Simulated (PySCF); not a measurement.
Species: C₄H₈F₂O₂.
SMILES with atom numbers: `[CH3:1][O:2][C@@H:3]([F:4])[C@H:5]([F:6])[O:7][CH3:8]` (hydrogens: H9, H10, H11 on C1; H12 on C3; H13 on C5; H14, H15, H16 on C8)

Level: PBE0/pcSseg-1 and CAM-B3LYP/def2-SVPD in PySCF, non-relativistic, on one gas-phase PBE0-D3(BJ)/def2-SVP geometry that isn't relaxed in the solvent. The solvent is an IEF-PCM continuum (van der Waals radii × 1.2). Only the electrostatic response of the medium enters.

Gas phase at PBE0/pcSseg-1: HOMO -8.32 eV, LUMO 1.65 eV, dipole 2.06 D.

Task: What does the continuum do to the energy, the frontier levels and the dipole at PBE0/pcSseg-1 in dichloromethane and methanol?

Result: 
| solvent | ε | E(solvent) − E(gas) (kJ/mol) | polarisation term (kJ/mol) | distortion of the solute (kJ/mol) | HOMO (eV) | LUMO (eV) | dipole (D) |
| --- | --- | --- | --- | --- | --- | --- | --- |
| dichloromethane | 8.93 | -22.96 | -25.12 | 2.16 | -8.31 | 1.92 | 2.34 |
| methanol | 32.61 | -26.31 | -29.16 | 2.85 | -8.32 | 1.95 | 2.37 |

The first energy column is the sum of the next two and covers electrostatics alone. From dichloromethane to methanol the lowering changes by a factor 1.15, Onsager's factor (ε − 1)/(2ε + 1) by 1.14 and ε itself by 3.7.

Task: Which radius a makes the point-dipole formula ΔE = −[(ε − 1)/(2ε + 1)]·μ²/a³ give the value in methanol, with the gas-phase dipole?

Result: μ = 0.812 au and |ΔE| = 0.01002 Eh give a = 1.67 Å; the farthest nucleus lies 3.40 Å from the centroid of the nuclei, so such a sphere wouldn't even hold the nuclei. The formula assumes a rigid point dipole at the centre of a sphere.

Task: Which Mulliken charges (PBE0/pcSseg-1) respond most in dichloromethane (means over atoms taken as equivalent)?

Result: 
| atoms | environment | gas (e) | solvent (e) | change |
| --- | --- | --- | --- | --- |
| O2/O7 | ether oxygen | -0.494 | -0.513 | -0.019 |
| H12/H13 | methine hydrogen | +0.095 | +0.112 | +0.017 |
| F4/F6 | alkyl fluorine | -0.326 | -0.341 | -0.015 |
| H9 (×6) | methyl hydrogen | +0.116 | +0.125 | +0.009 |
| C1/C8 | methoxy carbon | -0.045 | -0.055 | -0.010 |
| C3/C5 | sp3 C–F carbon | +0.423 | +0.420 | -0.003 |

Task: Which Mayer bond orders change most in dichloromethane?

Result: 
| bond | length (Å) | gas | solvent | change |
| --- | --- | --- | --- | --- |
| C3–F4 | 1.372 | 0.898 | 0.882 | -0.016 |
| C5–F6 | 1.372 | 0.899 | 0.883 | -0.016 |
| C1–O2 | 1.406 | 0.901 | 0.887 | -0.014 |
| O7–C8 | 1.406 | 0.901 | 0.888 | -0.013 |
| O2–C3 | 1.359 | 1.027 | 1.030 | +0.003 |
| C1–H10 | 1.097 | 0.972 | 0.969 | -0.003 |
| C8–H14 | 1.097 | 0.972 | 0.969 | -0.003 |
| C5–O7 | 1.360 | 1.026 | 1.029 | +0.003 |

Task: How do the nuclear quadrupole coupling constants eQVzz/h respond in dichloromethane?

Result: 
```csv
nucleus,Q (barn),gas (MHz),solvent (MHz),η gas,η solvent
17O at O2,-0.0256,-11.80,-11.65,0.87,0.86
17O at O7,-0.0256,-11.79,-11.64,0.87,0.86
```

Gas phase at CAM-B3LYP/def2-SVPD: HOMO -9.94 eV, LUMO 1.35 eV, dipole 2.17 D.

Task: What does the continuum do to the energy, the frontier levels and the dipole at CAM-B3LYP/def2-SVPD in dichloromethane?

Result: 
```
        solvent     ε  E(solvent) − E(gas) (kJ/mol)  polarisation term (kJ/mol)  distortion of the solute (kJ/mol)  HOMO (eV)  LUMO (eV)  dipole (D)
dichloromethane  8.93                        -24.10                      -26.87                               2.77      -9.89       1.48        2.50
```

Task: How does the static polarisability (CAM-B3LYP/def2-SVPD, frozen core, with the continuum's full static response) change?

Result: 
```json
{"medium": "gas", "isotropic (au)": "61.9", "principal values (au)": "54.9, 60.2, 70.5", "⟨r²⟩ of the electrons (bohr²)": "1128.5"}
{"medium": "dichloromethane", "isotropic (au)": "75.2", "principal values (au)": "70.2, 74.6, 80.7", "⟨r²⟩ of the electrons (bohr²)": "1127.2"}
```

The isotropic value in dichloromethane is 1.22 times the gas-phase one; no cavity-field correction is applied. ⟨r²⟩ is taken about the centre of nuclear charge.

Conformer computed: `[CH3:1][O:2][C@@H:3]([F:4])[C@H:5]([F:6])[O:7][CH3:8]`: C1–O2–C3–F4 70°, O2–C3–C5–F6 -173°, C3–C5–O7–C8 -170°.
